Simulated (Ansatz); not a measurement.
CH$_{4}$BNO (`OC1BN1`). Total charge 0; spin multiplicity 1. All single points use the PBE0-D4/def2-TZVP geometry. It is one conformer, not always the lowest.

```xyz
8

O     1.221   -0.986    0.020
C    -0.070   -0.487   -0.161
B    -0.257    0.921   -0.784
N    -0.428    0.731    0.540
H     1.209   -1.644    0.721
H    -0.830   -1.270   -0.179
H    -0.253    1.728   -1.649
H    -0.592    1.007    1.493
```

**Question.** What is the dipole moment at PBE/def2-TZVPP? (Best estimate.)

**Answer.** Computed: 2.49 D, with components (-1.21, -0.42, 2.14) D in this frame, pointing from negative to positive charge.

**Question.** And with r2SCAN, B3LYP, ωB97M-V? (Best estimate.)

**Answer.** Computed: r2SCAN 2.47 D, B3LYP 2.45 D, ωB97M-V 2.47 D.

**Question.** Give the Mulliken charges with PBE, ωB97M-V, B3LYP in def2-TZVPP. (Estimate.)

**Answer.** Ansatz gave: 
```tsv
atom	PBE	ωB97M-V	B3LYP
O1	-0.28	-0.30	-0.32
C2	0.02	0.02	0.05
B3	-0.09	-0.08	-0.07
N4	-0.10	-0.13	-0.15
H5	0.17	0.16	0.17
H6	0.09	0.11	0.09
H7	0.02	0.09	0.05
H8	0.18	0.14	0.17
```

B3LYP here is the variant with VWN-RPA as its local correlation; programs differ in this.
